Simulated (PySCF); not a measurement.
The vertical singlet excitations below were computed for one of the candidates. Computed, not measured: TDDFT B3LYP/def2-SVPD, vertical, gas phase, core orbitals frozen in the response (PySCF 2.14.0, density-fitted response routines). Geometries: PBE0-D3(BJ)/def2-SVP, one conformer each. Relativistic effects are left out although some hold elements past zinc.

```
state  E (eV)  λ (nm)       f
   S1    4.29   288.8  0.0000
   S2    5.10   243.3  0.0064
   S3    5.31   233.3  0.0080
   S4    5.51   224.8   0.034
   S5    5.67   218.7  0.0004
   S6    6.26   198.1   0.032
   S7    6.28   197.5  0.0010
   S8    6.36   194.8  0.0004
   S9    6.67   185.9  0.0034
  S10    6.86   180.8   0.011
```

**Question.** Which candidate is it?
A. `FC1CCCCC1`
B. `FC(F)C(F)(F)F`
C. `FC1=CC[Se]C1`

**Answer.** C. Its S1, at 4.29 eV, is the lowest among the candidates; the nearest of the others has S1 at 7.77 eV. S1 is HOMO→LUMO (98%). Löwdin shares by element: HOMO selenium 70%, carbon 20% or more; LUMO selenium 62%, carbon 21% or more (atoms not listed hold the other 17%). At the same level the other candidates give, for their lowest levels:
- `FC(F)C(F)(F)F`: 9.61 eV (f 0.036); 10.06 eV (f 0.001); 10.51 eV (f 0.004); 10.84 eV (f 0.038); 11.31 eV (f 0.010); T1 9.25 eV; HOMO -10.48, LUMO 0.22 eV
- `FC1CCCCC1`: 7.77 eV (f 0.000); 7.79 eV (f 0.001); 8.34 eV (f 0.013); 8.41 eV (f 0.006); 8.43 eV (f 0.012); T1 7.63 eV; HOMO -8.34, LUMO 0.33 eV
Triplets come from the Tamm–Dancoff approximation.
